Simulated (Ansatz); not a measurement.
System: CH$_{2}$BF$_{3}$, charge 0, singlet. CH2BF3 (trifluoromethylborane, SMILES FC(F)(B)F).
B3LYP-D3(BJ)/def2-TZVP minimum from Ansatz (a program for electronic structure):
```xyz
7

B      1.1307     0.4159     1.0954
C      0.0475    -0.0176     0.0058
F     -1.0600     0.7402     0.2656
F     -0.3330    -1.3113     0.0656
F      0.4014     0.2215    -1.2746
H      1.1397    -0.1510     2.1342
H      1.8466     1.3243     0.8443
```
Charge 0, spin multiplicity 1.

Atomisation energy term by term, kcal/mol (programs: Ansatz). UHF or UKS for unpaired electrons; spin-orbit terms are left out. Cores are frozen in correlated methods. Rows without X2C or -DK are non-relativistic. CBS(X,Y): correlation extrapolated as X^-3, Hartree-Fock from the larger set. A bracket is a step between two methods taken in the basis named. 'core' is core correlation in cc-pwCVTZ, 'X2C' scalar relativity in cc-pVTZ-DK, both at CCSD(T). For partners of very few electrons the exact lower level stands in for a higher one.

| term | basis | kcal/mol |
|---|---|---|
| Hartree-Fock | cc-pVQZ | 445.83 |
| CCSD correlation | CBS(cc-pVTZ,cc-pVQZ) | 162.19 |
| (T) | CBS(cc-pVTZ,cc-pVQZ) | 13.21 |
| CCSDT(Q) - CCSD(T) | cc-pVDZ | 0.76 |
| core correlation | cc-pwCVTZ | 2.20 |
| scalar relativity | X2C, cc-pVTZ-DK | -0.73 |
| sum: De |  | 623.5 |
